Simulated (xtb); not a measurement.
xtb input:

```bash
xtb mol.xyz --gfn 2 --sp --chrg -1 --uhf 0
```
mol.xyz:
```
2

Se    -0.00000000    -0.00000000    -0.04214025
H      0.00000000     0.00000000     1.43276842
```

Question: Predict the final energy.

Answer: -3.93496 Eh (GFN2-xTB).

This state (charge -1, singlet) is run at the relaxed geometry of the species with charge 0 and multiplicity 2.
